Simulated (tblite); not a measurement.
Compound: C₂H₉N₂Si (doublet state).
Atom-mapped SMILES: `[CH3:1][NH:2][SiH:3][NH:4][CH3:5]` (hydrogens: H6, H7, H8 on C1; H9 on N2; H10 on Si3; H11 on N4; H12, H13, H14 on C5)

Computed with GFN2-xTB (tblite), gas phase: L-BFGS steps from a force-field or distance-geometry start until the largest atomic force falls under 0.01 eV/Å.

Step 19: E = -446.4603 eV
```
atom  x, y, z in Å  |  force x, y, z in eV/Å
C1      2.6622   -0.3825    0.4555   -0.047  -0.021   0.004
N2      1.3971    0.1130   -0.0163   -0.028   0.029  -0.016
Si3    -0.1220   -0.4252    0.5888   -0.038   0.026  -0.110
N4     -1.2050    0.5693   -0.3257   -0.009   0.042   0.015
C5     -2.6346    0.4176   -0.3427    0.049   0.044  -0.002
H6      2.8507   -1.4297    0.1835   -0.042  -0.010  -0.038
H7      2.6641   -0.3189    1.5432    0.088   0.006  -0.016
H8      3.4781    0.2182    0.0482   -0.020   0.017   0.117
H9      1.4226    0.3775   -0.9936    0.025  -0.074  -0.003
H10    -0.5230   -1.8101    0.3022    0.024  -0.015   0.000
H11    -0.9376    1.5420   -0.3821   -0.044  -0.008  -0.023
H12    -2.8892   -0.6352   -0.4705    0.071   0.066   0.099
H13    -3.1139    0.7898    0.5728   -0.003  -0.079  -0.003
H14    -3.0503    0.9738   -1.1855   -0.026  -0.024  -0.024
```

Step 20: E = -446.4626 eV
```
atom  x, y, z in Å  |  force x, y, z in eV/Å
C1      2.6634   -0.3841    0.4574   -0.066  -0.015  -0.006
N2      1.4005    0.1126   -0.0182   -0.049   0.034  -0.021
Si3    -0.1225   -0.4197    0.5815   -0.026  -0.012  -0.076
N4     -1.2064    0.5741   -0.3315    0.038   0.035   0.008
C5     -2.6337    0.4159   -0.3412    0.058   0.037  -0.004
H6      2.8544   -1.4287    0.1824   -0.046  -0.051  -0.043
H7      2.6605   -0.3236    1.5441    0.086   0.005   0.021
H8      3.4802    0.2167    0.0558    0.007   0.049   0.101
H9      1.4283    0.3737   -0.9960    0.032  -0.066  -0.022
H10    -0.5304   -1.8044    0.2979    0.034   0.000   0.000
H11    -0.9471    1.5485   -0.3817   -0.016   0.022  -0.030
H12    -2.8845   -0.6360   -0.4634    0.055  -0.011   0.094
H13    -3.1075    0.7899    0.5730   -0.050  -0.054   0.071
H14    -3.0558    0.9647   -1.1822   -0.056   0.027  -0.095
```

Q: Estimate the geometry and energy of step 21. (The exact step hangs on the optimiser's Hessian estimate; all steps are aligned on step 20, rigid shifts and turns removed.)

A: E = -446.4653 eV, largest force 0.161 eV/Å
```
atom  x, y, z in Å  |  force x, y, z in eV/Å
C1      2.6640   -0.3867    0.4595   -0.063  -0.008  -0.005
N2      1.4042    0.1119   -0.0218   -0.045   0.040  -0.042
Si3    -0.1231   -0.4138    0.5705   -0.011  -0.051  -0.017
N4     -1.2077    0.5810   -0.3378    0.066   0.036  -0.013
C5     -2.6322    0.4147   -0.3392    0.032   0.023  -0.006
H6      2.8588   -1.4289    0.1808   -0.054  -0.071  -0.042
H7      2.6569   -0.3292    1.5456    0.067  -0.005   0.048
H8      3.4833    0.2157    0.0675    0.022   0.072   0.074
H9      1.4374    0.3699   -1.0003    0.032  -0.060  -0.027
H10    -0.5407   -1.7976    0.2931    0.045   0.012  -0.008
H11    -0.9589    1.5574   -0.3826    0.023   0.057  -0.033
H12    -2.8772   -0.6374   -0.4522    0.040  -0.085   0.078
H13    -3.1017    0.7887    0.5747   -0.084  -0.020   0.124
H14    -3.0637    0.9538   -1.1799   -0.071   0.059  -0.132
```

The energy changes by -0.0027 eV. The first-order estimate −F·Δx gives -0.0035 eV and the mean of the old and new forces, exact on a quadratic surface, -0.0027 eV. The step makes an angle of 72° with the force vector and moves no atom by more than 0.015 Å.

What follows is the cost of the whole relaxation. On one thread of an Arm Neoverse N1, on a shared host, this took 0.47 s of wall time.
